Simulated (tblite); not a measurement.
Input of a run (GFN2-xTB geometry optimisation, gas phase (tblite 0.8.0)), started from a force field or distance geometry:
```
{"job": {"kind": "relax", "xc": "GFN2-xTB", "basis": "xTB"}, "charge": 0, "multiplicity": 1}
F      3.157400    -1.364900     1.302700
C      3.333800    -0.585600     0.148200
F      4.570600     0.061700     0.210000
C      2.217200     0.385900    -0.083400
Si     0.594200    -0.505800    -0.272500
O     -0.603500     0.596200    -0.907700
C     -1.656500     0.474200    -0.238900
C     -2.553800    -0.765800    -0.021300
C     -2.995700     0.683100     0.024500
C     -2.070400     1.272400     1.048500
H      3.370600    -1.304100    -0.678500
H      2.354700     0.999400    -0.977600
H      2.164900     1.072500     0.803800
H      0.094800    -0.888200     1.057000
H      0.667500    -1.697200    -1.087900
H     -2.335800    -1.298100     0.918900
H     -2.946500    -1.287700    -0.911300
H     -3.846300     1.113300    -0.461000
H     -1.742200     2.333400     0.972900
H     -1.780400     0.716000     1.954600
```

Output (eV, eV/Å):
```
step      E/eV     max force
  0    -901.52097    6.127
  1    -902.11951    2.931
  2    -902.34060    1.385
  3    -902.43898    0.951
  4    -902.48784    0.667
  5    -902.52707    0.484
  6    -902.55964    0.404
  7    -902.59143    0.595
  8    -902.62613    0.692
  9    -902.66017    0.531
 10    -902.68469    0.423
 11    -902.70355    0.407
 12    -902.72056    0.385
 13    -902.74206    0.393
 14    -902.77221    0.419
 15    -902.81116    0.475
 16    -902.84892    0.430
 17    -902.87742    0.498
 18    -902.90098    0.376
 19    -902.91995    0.288
 20    -902.93649    0.304
 21    -902.95336    0.343
 22    -902.97006    0.377
 23    -902.98531    0.275
 24    -902.99656    0.229
 25    -903.00384    0.210
 26    -903.00901    0.214
 27    -903.01471    0.237
 28    -903.02170    0.192
 29    -903.02808    0.273
 30    -903.03459    0.236
 31    -903.04143    0.243
 32    -903.04723    0.164
 33    -903.05195    0.176
 34    -903.05667    0.156
 35    -903.06098    0.161
 36    -903.06440    0.149
 37    -903.06759    0.143
 38    -903.07138    0.198
 39    -903.07615    0.212
 40    -903.08171    0.228
 41    -903.08746    0.161
 42    -903.09288    0.173
 43    -903.09807    0.236
 44    -903.10317    0.179
 45    -903.10791    0.136
 46    -903.11097    0.128
 47    -903.11300    0.130
 48    -903.11553    0.122
 49    -903.11765    0.100
 50    -903.11976    0.096
 51    -903.12198    0.115
 52    -903.12451    0.134
 53    -903.12704    0.157
 54    -903.12910    0.123
 55    -903.13067    0.131
 56    -903.13215    0.107
 57    -903.13425    0.150
 58    -903.13659    0.148
 59    -903.13932    0.147
 60    -903.14233    0.156
 61    -903.14590    0.140
 62    -903.14918    0.122
 63    -903.15163    0.140
 64    -903.15053    0.323
 65    -903.15418    0.112
 66    -903.15535    0.089
 67    -903.15783    0.090
 68    -903.15956    0.087
 69    -903.16083    0.089
 70    -903.16218    0.089
 71    -903.16297    0.084
 72    -903.16365    0.066
 73    -903.16435    0.061
 74    -903.16525    0.056
 75    -903.16595    0.046
 76    -903.16640    0.067
 77    -903.16679    0.043
 78    -903.16737    0.057
 79    -903.16790    0.061
 80    -903.16842    0.056
 81    -903.16877    0.045
 82    -903.16908    0.046
 83    -903.16945    0.065
 84    -903.17005    0.070
 85    -903.17093    0.079
 86    -903.17202    0.087
 87    -903.17305    0.080
 88    -903.17392    0.083
 89    -903.17479    0.089
 90    -903.17588    0.081
 91    -903.17739    0.130
 92    -903.17913    0.134
 93    -903.18090    0.136
 94    -903.18266    0.114
 95    -903.18393    0.081
 96    -903.18464    0.066
 97    -903.18516    0.065
 98    -903.18575    0.057
 99    -903.18650    0.053
100    -903.18715    0.056
101    -903.18766    0.055
102    -903.18809    0.043
103    -903.18843    0.045
104    -903.18875    0.038
105    -903.18909    0.047
106    -903.18944    0.035
107    -903.18972    0.042
108    -903.18996    0.042
109    -903.19020    0.039
110    -903.19046    0.041
111    -903.19072    0.039
112    -903.19093    0.035
113    -903.19115    0.033
114    -903.19142    0.047
115    -903.19177    0.048
116    -903.19217    0.042
117    -903.19258    0.050
118    -903.19304    0.046
119    -903.19362    0.053
120    -903.19447    0.079
121    -903.19570    0.111
122    -903.19758    0.115
123    -903.19994    0.124
124    -903.20264    0.106
125    -903.20364    0.195
126    -903.20596    0.105
127    -903.20729    0.085
128    -903.21009    0.167
129    -903.21206    0.147
130    -903.21497    0.111
131    -903.21074    0.485
132    -903.21830    0.091
133    -903.21939    0.059
134    -903.22045    0.159
135    -903.22133    0.127
136    -903.22358    0.061
137    -903.22487    0.103
138    -903.22618    0.084
139    -903.22703    0.083
140    -903.22797    0.074
141    -903.22849    0.070
142    -903.22944    0.075
143    -903.23020    0.069
144    -903.23122    0.092
145    -903.23140    0.108
146    -903.23282    0.109
147    -903.23354    0.077
148    -903.23444    0.054
149    -903.23546    0.098
150    -903.23629    0.074
151    -903.23690    0.097
152    -903.23755    0.054
153    -903.23813    0.065
154    -903.23864    0.045
155    -903.23905    0.052
156    -903.23945    0.044
157    -903.23990    0.078
158    -903.24031    0.062
159    -903.24069    0.051
160    -903.24128    0.071
161    -903.24159    0.068
162    -903.24193    0.036
163    -903.24219    0.045
164    -903.24242    0.054
165    -903.24278    0.045
166    -903.24334    0.045
167    -903.24343    0.062
168    -903.24384    0.052
169    -903.24404    0.035
170    -903.24427    0.029
171    -903.24449    0.027
172    -903.24462    0.027
173    -903.24472    0.021
174    -903.24479    0.018
175    -903.24483    0.022
176    -903.24487    0.015
177    -903.24489    0.007
```

Question: Summarise the run.

Answer: The energy falls by 166.3 kJ/mol over 177 L-BFGS steps, the largest force on an atom goes from 6.13 to 0.007 eV/Å, and the atoms move by 1.245 Å rms after alignment. The bond that changes most is Si5–O6 (oxygen-bound silicon to silyl ether oxygen), which shortens by 0.124 Å. Bonds longer at the end by more than 0.005 Å: 4 of 21; shorter: 12. Among the angles that change most is Si5–O6–C7, from 108.7° to 129.0°. Among the dihedrals that turn most is Si5–O6–C7–C10, from 91° to -130°. The energy rose by more than 1e-5 eV at steps 64 and 131. The first step brought 35 % of the lowering.

Question: What are the final bond lengths?

Answer: F1–C2 1.360 Å, C2–F3 1.360 Å, C2–C4 1.500 Å, C4–Si5 1.894 Å, Si5–O6 1.623 Å, O6–C7 1.351 Å, C7–C8 1.493 Å, C8–C9 1.502 Å, C9–C10 1.504 Å, C7–C9 1.491 Å, C7–C10 1.492 Å, C2–H11 1.099 Å, C4–H12 1.088 Å, C4–H13 1.090 Å, Si5–H14 1.462 Å, Si5–H15 1.468 Å, C8–H16 1.085 Å, C8–H17 1.083 Å, C9–H18 1.067 Å, C10–H19 1.082 Å, C10–H20 1.085 Å. Numbering counts from 1 in the input's order; the species is `FC(F)C[SiH2]O[C@]12C[C@H]1C2`.

On one thread, Arm Neoverse V2 (aarch64), shared host, this took 1.3 s of wall time.

Its lowest GFN2-xTB frequency is 12 cm⁻¹, too small to tell a flat minimum from a shallow saddle. One conformer, not necessarily the lowest. 3 starts were optimised and ended at 0.00, 2.63 and 3.13 kcal/mol (GFN2-xTB); the lowest of these is shown.

The numbers are calculated, not measured.
